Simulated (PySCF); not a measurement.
**Static response to an electric field**

C4H7FO2Si.
Numbering: `[CH3:1][SiH2:2][C:3]([F:4])([CH:5]=[O:6])[CH:7]=[O:8]` (hydrogens: H9, H10, H11 on C1; H12, H13 on Si2; H14 on C5; H15 on C7)

Geometry (GFN2-xTB, Å), atoms numbered from 1 in this order:
```xyz
15
C4H7FO2Si angstrom
C      1.938   -0.220    0.340
Si     0.739    0.480   -0.940
C     -1.105    0.159   -0.283
F     -1.922    0.669   -1.275
C     -1.289    0.899    0.978
O     -0.752    0.612    2.018
C     -1.232   -1.312   -0.134
O     -1.701   -2.062   -0.942
H      1.975   -1.307    0.303
H      2.946    0.147    0.171
H      1.642    0.066    1.348
H      0.787    1.938   -1.071
H      0.736   -0.180   -2.243
H     -1.960    1.770    0.880
H     -0.806   -1.651    0.828
```

Level: B3LYP/def2-SVPD (PySCF), static field, nuclei fixed, core orbitals frozen in the response. The polarisability tensor in these axes (au):

```
x   81.28  1.59  2.84
y    1.59 80.93  3.42
z    2.84  3.42 82.61
```

Problem. Give the principal values, the mean and the anisotropy Δα = √{½[(α1 − α2)² + (α2 − α3)² + (α1 − α3)²]}.

Solution. Principal values 78.10, 79.63 and 87.09 au; mean 81.61 au = 12.09 Å³ = 13.46 × 10⁻⁴⁰ C²·m²/J; Δα = 8.33 au (10 % of the mean).

Problem. What is the dipole moment, and where does it point?

Solution. (2.70, 1.58, 0.29) D, 3.15 D in size, pointing from the negative to the positive side. Measured along this direction, the outermost atoms are O8 at the negative end and H10 at the positive end.

Problem. In TDDFT the mean static polarisability is Σ f/ω² over all singlet excitations (ω in hartree). How much of it do the 8 lowest give? Their energies (eV) and oscillator strengths: 4.16, 0.0001; 4.22, 0.0008; 5.10, 0.0182; 5.53, 0.0648; 6.34, 0.0509; 6.52, 0.0834; 6.70, 0.0041; 6.91, 0.0020.

Solution. They add up to 4.62 au, 5.7 % of the 81.61 au; the largest single term is 1.57 au, from the state at 5.53 eV. Terms in order: 0.01, 0.03, 0.52, 1.57, 0.94, 1.45, 0.07, 0.03 au. Higher excitations give the rest. The strengths listed sum to 0.224.

Problem. Traceless (Buckingham) quadrupole moment about the centre of nuclear charge: eigenvalues?

Solution. -14.08, 2.38, 11.70 D·Å. The values depend on the origin, since the dipole doesn't vanish. The electronic extent ⟨r²⟩ about the same centre is 1119 bohr², a root-mean-square distance of 2.12 Å for the 70 electrons.

Problem. What depolarisation ratio follows for Rayleigh scattering of linearly polarised light, taking the static tensor?

Solution. ρ = 3Δα²/(45ᾱ² + 4Δα²) = 208.0/(299685 + 277.4) ≈ 0.000694.

Problem. What molar refraction does this α imply?

Solution. Lorentz–Lorenz: R = (4π/3)N_A α = 2.5225 cm³/(mol·Å³) × 12.09 Å³ = 30.5 cm³/mol, in the limit of long wavelengths.

The structure is a single GFN2-xTB conformer in the gas phase; no vibrational or solvent corrections.
